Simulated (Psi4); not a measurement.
Cl4Te (SMILES Cl[Te](Cl)(Cl)Cl), singlet, geometry from GFN2-xTB (all electrons, no relativity); B3LYP/STO-3G (Psi4).

Input for Psi4:
```
memory 2 GB

molecule {
0 1
  Te   -0.00534842    0.01223355    0.48327654
  Cl    1.16596908   -1.49075955   -0.82644836
  Cl    1.90421897    1.50336856    0.12041395
  Cl   -1.14657041    1.44638856   -0.92639152
  Cl   -1.90725777   -1.49641785    0.15416827
}

set basis sto-3g
set scf_type pk
set puream true
set d_convergence 1e-8
set dft_radial_points 99
set dft_spherical_points 590

energy('b3lyp')
print_variables()
```

The log (banner, timings and long lists left out):

```
   => Loading Basis Set <=

    Name: STO-3G
    Role: ORBITAL
    Keyword: BASIS

         ---------------------------------------------------------
                                   SCF
               by Justin Turney, Rob Parrish, Andy Simmonett
                          and Daniel G. A. Smith
                              RKS Reference
         ---------------------------------------------------------

  ==> Geometry <==

    Molecular point group: c1
    Full point group: C1

    Geometry (in Angstrom), charge = 0, multiplicity = 1:

       Center              X                  Y                   Z               Mass
    ------------   -----------------  -----------------  -----------------  -----------------
         TE          -0.004893581194     0.011193190028     0.442177910072   129.906222748000
         CL           1.166423918806    -1.491799909972    -0.867546989928    34.968852682000
         CL           1.904673808806     1.502328200028     0.079315320072    34.968852682000
         CL          -1.146115571194     1.445348200028    -0.967490149928    34.968852682000
         CL          -1.906802931194    -1.497458209972     0.113069640072    34.968852682000

  Running in c1 symmetry.

  Rotational constants: A =      0.05116  B =      0.03396  C =      0.02570 [cm^-1]
  Rotational constants: A =   1533.76782  B =   1018.19576  C =    770.54319 [MHz]
  Nuclear repulsion = 1048.582500991845336

  Charge       = 0
  Multiplicity = 1
  Electrons    = 120
  Nalpha       = 60
  Nbeta        = 60

  ==> Algorithm <==

  SCF Algorithm Type is PK.
  DIIS enabled.
  MOM disabled.
  Fractional occupation disabled.
  Guess Type is SAD.
  Energy threshold   = 1.00e-06
  Density threshold  = 1.00e-08
  Integral threshold = 1.00e-12

  ==> Primary Basis <==

  Basis Set: STO-3G
    Blend: STO-3G
    Number of shells: 31
    Number of basis functions: 63
    Number of Cartesian functions: 65
    Spherical Harmonics?: true
    Max angular momentum: 2

  ==> DFT Potential <==

   => LibXC <=

    Version 7.1.2
    S. Lehtola, C. Steigemann, M. J. T. Oliveira, and M. A. L. Marques,  SoftwareX 7, 1–5 (2018) (10.1016/j.softx.2017.11.002)

   => Composite Functional: B3LYP <=

    B3LYP Hyb-GGA Exchange-Correlation Functional

    P. J. Stephens, F. J. Devlin, C. F. Chabalowski, and M. J. Frisch,  J. Phys. Chem. 98, 11623 (1994) (10.1021/j100096a001)

    Deriv               =              1
    GGA                 =           TRUE
    Meta                =          FALSE

    Exchange Hybrid     =           TRUE
    MP2 Hybrid          =          FALSE

   => Exchange Functionals <=

    0.0800   Slater exchange
    0.7200         Becke 88

   => Exact (HF) Exchange <=

    0.2000               HF

   => Correlation Functionals <=

    0.1900   Vosko, Wilk & Nusair (VWN5_RPA)
    0.8100   Lee, Yang & Parr

   => LibXC Density Thresholds  <==

    XC_HYB_GGA_XC_B3LYP:  1.00E-15

   => Molecular Quadrature <=

    Radial Scheme          =       TREUTLER
    Pruning Scheme         =           NONE
    Nuclear Scheme         =       TREUTLER

    Blocking Scheme        =         OCTREE
    BS radius alpha        =              1
    Pruning alpha          =              1
    Radial Points          =             99
    Spherical Points       =            590
    Total Points           =         254507
    Total Blocks           =           1963
    Max Points             =            256
    Max Functions          =             47
    Weights Tolerance      =       1.00E-15

  ==> Integral Setup <==

  Using in-core PK algorithm.
   Calculation information:
      Number of atoms:                   5
      Number of AO shells:              31
      Number of primitives:             93
      Number of atomic orbitals:        65
      Number of basis functions:        63

      Integral cutoff                 1.00e-12
      Number of threads:                 1

  Performing in-core PK
  Using 4066272 doubles for integral storage.
  We computed 63462 shell quartets total.
  Whereas there are 123256 unique shell quartets.

  ==> DiskJK: Disk-Based J/K Matrices <==

    J tasked:                  Yes
    K tasked:                  Yes
    wK tasked:                  No
    Schwarz Cutoff:          1E-12

  Minimum eigenvalue in the overlap matrix is 3.1819379097E-01.
  Reciprocal condition number of the overlap matrix is 1.7721310312E-01.
    Using symmetric orthogonalization.

  ==> Pre-Iterations <==

  SCF Guess: Superposition of Atomic Densities via on-the-fly atomic UHF (no occupation information).

   -------------------------
    Irrep   Nso     Nmo
   -------------------------
     A         63      63
   -------------------------
    Total      63      63
   -------------------------

  ==> Iterations <==

                        Total Energy        Delta E     RMS |[F,P]|

   @RKS iter SAD: -8368.24904796930787   -8.36825e+03   0.00000e+00
   @RKS iter   1: -8369.94217481361011   -1.69313e+00   3.30191e-03 ADIIS/DIIS
   @RKS iter   2: -8369.94175650659963    4.18307e-04   2.81854e-03 ADIIS/DIIS
   @RKS iter   3: -8369.98388028843692   -4.21238e-02   5.21951e-04 ADIIS/DIIS
   @RKS iter   4: -8369.98568425693520   -1.80397e-03   1.05067e-04 ADIIS/DIIS
   @RKS iter   5: -8369.98575700998481   -7.27530e-05   1.26601e-05 DIIS
   @RKS iter   6: -8369.98575789991628   -8.89931e-07   5.42796e-07 DIIS
   @RKS iter   7: -8369.98575790257564   -2.65936e-09   6.09706e-08 DIIS
   @RKS iter   8: -8369.98575790261202   -3.63798e-11   2.83877e-09 DIIS
  Energy and wave function converged.

  ==> Post-Iterations <==

   Electrons on quadrature grid:
      Ntotal   =  120.0000010893 ; deviation = 1.089e-06

    Orbital Energies [Eh]
    ---------------------

    Doubly Occupied:

       1A   -1107.944170     2A   -164.766800     3A   -157.112810
       4A   -157.112629     5A   -157.112062     6A   -100.500968
       7A   -100.500962     8A   -100.407798     9A   -100.407790
      10A    -31.679607    11A    -28.985284    12A    -28.984600
      13A    -28.982323    14A    -20.573075    15A    -20.573012
      16A    -20.571631    17A    -20.571082    18A    -20.570743
      19A     -9.304083    20A     -9.303807    21A     -9.217815
      22A     -9.217425    23A     -7.083925    24A     -7.083629
      25A     -7.068250    26A     -7.068206    27A     -7.067531
      28A     -7.067448    29A     -6.995775    30A     -6.995344
      31A     -6.982750    32A     -6.982693    33A     -6.982213
      34A     -6.982163    35A     -5.410944    36A     -4.212805
      37A     -4.208654    38A     -4.200585    39A     -1.488286
      40A     -1.484729    41A     -1.483045    42A     -1.476547
      43A     -1.476094    44A     -0.862884    45A     -0.820879
      46A     -0.757448    47A     -0.744401    48A     -0.555534
      49A     -0.442307    50A     -0.418725    51A     -0.396932
      52A     -0.323657    53A     -0.316476    54A     -0.314580
      55A     -0.305138    56A     -0.267242    57A     -0.258334
      58A     -0.253292    59A     -0.249583    60A     -0.228378

    Virtual:

      61A     -0.060914    62A     -0.047865    63A     -0.006696

    Final Occupation by Irrep:
              A
    DOCC [    60 ]
    NA   [    60 ]
    NB   [    60 ]

  @RKS Final Energy: -8369.98575790261202

   => Energetics <=

    Nuclear Repulsion Energy =           1048.5825009918453361
    One-Electron Energy =              -13633.4065922333356866
    Two-Electron Energy =                4443.1434539892043176
    DFT Exchange-Correlation Energy =    -228.3051206503247670
    Empirical Dispersion Energy =           0.0000000000000000
    VV10 Nonlocal Energy =                  0.0000000000000000
    Total Energy =                      -8369.9857579026120220

Computation Completed

Properties will be evaluated at   0.000000,   0.000000,   0.000000 [a0]

Properties computed using the SCF density matrix

 Multipole Moments:

 ------------------------------------------------------------------------------------
     Multipole            Electronic (a.u.)      Nuclear  (a.u.)        Total (a.u.)
 ------------------------------------------------------------------------------------

 L = 1.  Multiply by 2.5417464519 to convert [e a0] to [Debye]
 Dipole X            :         -0.1097330            0.1031424           -0.0065906
 Dipole Y            :          0.2509945           -0.2359198            0.0150748
 Dipole Z            :          9.9153364           -9.3198188            0.5955175
 Magnitude           :                                                    0.5957447

 ------------------------------------------------------------------------------------

  Variable Map:
  ----------------------------------------------------------------------------
  "CURRENT ENERGY"              =>   -8369.985757902612
  "CURRENT REFERENCE ENERGY"    =>   -8369.985757902612
  "DD SOLVATION ENERGY"         =>       0.000000000000
  "DFT FUNCTIONAL TOTAL ENERGY" =>   -8369.985757902612
  "DFT TOTAL ENERGY"            =>   -8369.985757902612
  "DFT VV10 ENERGY"             =>       0.000000000000
  "DFT XC ENERGY"               =>    -228.305120650325
  "GRID ELECTRONS ALPHA"        =>      60.000000544627
  "GRID ELECTRONS BETA"         =>      60.000000544627
  "GRID ELECTRONS TOTAL"        =>     120.000001089254
  "NUCLEAR REPULSION ENERGY"    =>    1048.582500991845
  "ONE-ELECTRON ENERGY"         =>  -13633.406592233336
  "PCM POLARIZATION ENERGY"     =>       0.000000000000
  "PE ENERGY"                   =>       0.000000000000
  "SCF ITERATION ENERGY"        =>   -8369.985757902612
  "SCF ITERATIONS"              =>       8.000000000000
  "SCF TOTAL ENERGY"            =>   -8369.985757902612
  "TWO-ELECTRON ENERGY"         =>    4443.143453989204
  "XC GRID RADIAL POINTS"       =>      99.000000000000
  "XC GRID SPHERICAL POINTS"    =>     590.000000000000
  "XC GRID TOTAL POINTS"        =>  254507.000000000000

  Array Variable Map:
  ----------------------------------------------------------------------------
  "CURRENT DIPOLE"              =>      -0.006590617188 ... 0.595517524054 1 by 3
  "SCF DIPOLE"                  =>      -0.006590617188 ... 0.595517524054 1 by 3
  "SCF TOTAL ENERGIES"          =>   -8368.249047969308 ... -8369.985757902612 1 by 9
```
